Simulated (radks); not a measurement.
Results of a calculation; reference values are marked as such.
Mean orbital radii <r> (bohr) of the potassium ion K2+, [Ne] 3s2 3p5, at several levels of relativity; Dirac values are averaged over j with weights 2j + 1. Spin-unpolarised spherical Kohn-Sham, PBE, point nucleus unless stated (finite: rms radius 3.4349 fm), a radial shooting solver on a logarithmic mesh with Libxc functionals. A level marked "c x" has the speed of light scaled by that factor and shares open shells by 2j + 1; other Dirac levels either fill j = l - 1/2 first or share by 2j + 1.

| shell | non-rel. | scalar-rel. | Dirac, c x 1.25 | Dirac, c x 1.5 | change of magnitude, last against first (%) |
|---|---|---|---|---|---|
| 1s | 0.08155 | 0.08105 | 0.08123 | 0.08133 | -0.27 |
| 2s | 0.3898 | 0.3874 | 0.3882 | 0.3887 | -0.28 |
| 2p | 0.3511 | 0.3503 | 0.3505 | 0.3507 | -0.10 |
| 3s | 1.239 | 1.234 | 1.236 | 1.237 | -0.21 |
| 3p | 1.355 | 1.354 | 1.355 | 1.355 | -0.04 |
| 3d (empty) | 1.853 | 1.862 | 1.859 | 1.857 | +0.19 |
| 4s (empty) | 3.363 | 3.352 | 3.356 | 3.358 | -0.14 |
